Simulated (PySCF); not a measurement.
Species: BeMeH, CH4Be.
SMILES: `[H][Be][CH3]`

The closed-shell ground state was solved at several levels (PySCF, density fitting, gas phase, non-relativistic). Isolated species at its PBE0-D3(BJ)/def2-SVP geometry, gas phase.

```csv
level,basis functions,HOMO (eV),LUMO (eV),gap (eV),dipole (D)
B3LYP/pcJ-1,78,-8.22,0.93,9.15,0.51
wB97X-D/pcSseg-1,49,-10.39,1.66,12.05,0.57
CAM-B3LYP/def2-SVPD,64,-9.92,0.42,10.34,0.57
```

(1) What might PBE0/pcSseg-1 (49 basis functions) give for the same quantities?

(2) Over all these levels, which gives the widest orbital gap and which the narrowest?

(3) How far do the dipole and the HOMO energy spread over the levels?

## Answers

(1) HOMO -8.43 eV, LUMO -0.11 eV, gap 8.32 eV, dipole 0.59 D.

(2) wB97X-D/pcSseg-1 (range-separated hybrid) has the widest, 12.05 eV, and PBE0/pcSseg-1 (global hybrid, 25 % exact exchange) the narrowest, 8.32 eV. The two share the basis. From the narrowest to the widest the HOMO moves by -1.96 eV and the LUMO by +1.77 eV.

(3) The dipole runs from 0.51 to 0.59 D (mean 0.56 D) and the HOMO from -10.39 to -8.22 eV.
